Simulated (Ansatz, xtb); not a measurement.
## Relative energy of two isomers of CH4SbSe

Structure X: `C[Se][SbH]`, a doublet. Structure Y: `[CH3][Sb][SeH]`, a doublet. Both are isolated molecules in the gas phase, relaxed with PBE0-D3(BJ)/def2-SVP; the shapes shown needn't be the lowest conformers.

X (Å):

```xyz
7

C    -0.5391   -0.2858   -0.6756
Sb    1.9508   -1.8333    1.2441
Se   -0.4486   -1.9248    0.3812
H    -0.3653    0.5906   -0.0392
H    -1.5542   -0.2402   -1.0937
H     0.1925   -0.3155   -1.4925
H     2.2354   -0.3436    0.4283
```

Y (Å):

```xyz
7

C    -1.1665    1.5146   -0.5336
Sb   -0.1803   -0.3140    0.1164
Se    2.1964    0.5680   -0.3184
H    -2.2540    1.3815   -0.4378
H    -0.8488    2.3575    0.0964
H    -0.9187    1.7226   -1.5842
H     1.7339    1.8811   -0.7957
```

Energies in hartree; the thermal terms are from PBE0-D3(BJ)/def2-SVP harmonic frequencies (ideal gas, rigid rotor, one conformer each, 298.15 K, 1 atm) and include the zero-point energy:

|  | X | Y |
| --- | --- | --- |
| E, CCSD(T)/def2-SVP | −2679.508744 | −2679.517829 |
| E, MP2/def2-SVP | −2679.459443 | −2679.469364 |
| E, MP2/def2-TZVPP | −2680.111250 | −2680.121691 |
| zero-point energy | 0.043852 | 0.043710 |
| H(298 K) − E | 0.050644 | 0.050679 |
| G(298 K) − E | 0.011024 | 0.010689 |

Question: Correct the CCSD(T) difference for the basis set by the MP2 change, then work out ΔE, ΔE₀, ΔH and ΔG for X → Y in kcal/mol (1 Eh = 627.51 kcal/mol) and the equilibrium ratio [Y]/[X].

Answer: 1. Differences Y − X: CCSD(T) −0.009085, MP2 in the small set −0.009921, MP2 in the large set −0.010441 Eh.
2. ΔE = −0.009085 + (−0.010441 − (−0.009921)) = −0.009605 Eh = −6.03 kcal/mol.
3. ΔE₀ = ΔE + ΔZPE = −0.009605 + (−0.000142) Eh = −6.12 kcal/mol.
4. ΔH = ΔE + (+0.000035) Eh = −6.01 kcal/mol.
5. ΔG = ΔE + (−0.000335) Eh = −6.24 kcal/mol, so ΔS = (ΔH − ΔG)/T = +3.3 J/(mol K).
6. kT = 0.9442 mEh, so K = [Y]/[X] = exp(−ΔG/kT) = exp(+10.53) ≈ 3.7 × 10^4.

Structure Y is favoured at this temperature. An error of 1 kcal/mol in ΔG would change K by a factor of 5.4. Mirror images and further conformers aren't counted.

As drawn, Y has 1 C–Sb, 1 Se–H in place of 1 C–Se, 1 Sb–H.

Other levels gave ΔE = −4.2 (GFN2-xTB); −5.8 (HF/STO-3G, GFN2-xTB geometries); −4.7 (r2SCAN-D4/def2-SVP, GFN2-xTB geometries); −5.1 (PBE0-D3(BJ)/def2-SVP); −5.6 (HF/def2-SVP); −6.2 (MP2/def2-SVP); −5.7 (CCSD(T)/def2-SVP) kcal/mol. Open shells are spin-unrestricted. The correlated steps freeze 14 core orbitals; the filled d shell of Sb and Se is correlated, in a basis made for valence electrons. Atoms past krypton carry core potentials in the def2 sets, without spin–orbit terms. Programs: Ansatz 0.2.0, xtb 6.7.1.
